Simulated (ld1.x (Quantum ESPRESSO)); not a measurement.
**Reading a pseudo-wave (Mg (Z = 12))**

Columns: radius, all-electron u(r) and pseudo u(r) of the 2p shell (level -66.83 eV) of magnesium in the configuration [He] 2s2 2p6 3s0 3p0; LDA (PZ), scalar-relativistic, PAW scheme, ld1.x (Quantum ESPRESSO) 7.5.

```json
{"r (bohr)": "0.068", "all-electron": "0.1670", "pseudo": "0.0147"}
{"r (bohr)": "0.135", "all-electron": "0.4568", "pseudo": "0.0567"}
{"r (bohr)": "0.202", "all-electron": "0.7253", "pseudo": "0.1227"}
{"r (bohr)": "0.270", "all-electron": "0.9306", "pseudo": "0.2089"}
{"r (bohr)": "0.338", "all-electron": "1.0632", "pseudo": "0.3076"}
{"r (bohr)": "0.405", "all-electron": "1.1324", "pseudo": "0.4096"}
{"r (bohr)": "0.473", "all-electron": "1.1541", "pseudo": "0.5104"}
{"r (bohr)": "0.540", "all-electron": "1.1405", "pseudo": "0.5998"}
{"r (bohr)": "0.608", "all-electron": "1.1024", "pseudo": "0.6748"}
{"r (bohr)": "0.675", "all-electron": "1.0492", "pseudo": "0.7289"}
{"r (bohr)": "0.742", "all-electron": "0.9866", "pseudo": "0.7613"}
{"r (bohr)": "0.810", "all-electron": "0.9181", "pseudo": "0.7716"}
{"r (bohr)": "0.878", "all-electron": "0.8478", "pseudo": "0.7607"}
{"r (bohr)": "0.945", "all-electron": "0.7791", "pseudo": "0.7325"}
{"r (bohr)": "1.013", "all-electron": "0.7114", "pseudo": "0.6903"}
{"r (bohr)": "1.080", "all-electron": "0.6477", "pseudo": "0.6401"}
{"r (bohr)": "1.148", "all-electron": "0.5867", "pseudo": "0.5849"}
{"r (bohr)": "1.215", "all-electron": "0.5305", "pseudo": "0.5304"}
{"r (bohr)": "1.283", "all-electron": "0.4776", "pseudo": "0.4777"}
{"r (bohr)": "1.350", "all-electron": "0.4296", "pseudo": "0.4296"}
{"r (bohr)": "1.418", "all-electron": "0.3850", "pseudo": "0.3850"}
{"r (bohr)": "1.485", "all-electron": "0.3448", "pseudo": "0.3448"}
{"r (bohr)": "1.553", "all-electron": "0.3077", "pseudo": "0.3077"}
{"r (bohr)": "1.620", "all-electron": "0.2747", "pseudo": "0.2747"}
{"r (bohr)": "1.688", "all-electron": "0.2444", "pseudo": "0.2444"}
{"r (bohr)": "1.755", "all-electron": "0.2175", "pseudo": "0.2175"}
```

(1) How many radial nodes do the two functions have?

(2) At about which radius was the pseudo-wave matched?

(3) Where does each function peak?

(4) Is the pseudo-wave norm-conserving?

## Answers

(1) The all-electron 2p function has n − l − 1 = 0; the pseudo-wave has 0.

(2) 1.35 bohr. The columns agree to 0.0005 from 1.22 bohr on; several derivatives are matched, so the curves merge somewhat inside the radius.

(3) Outermost all-electron maximum near 0.47 bohr, pseudo maximum near 0.81 bohr (to the table’s step).

(4) No, it belongs to a PAW set: the norm inside the radius is not constrained, and the difference is carried by the augmentation charge.
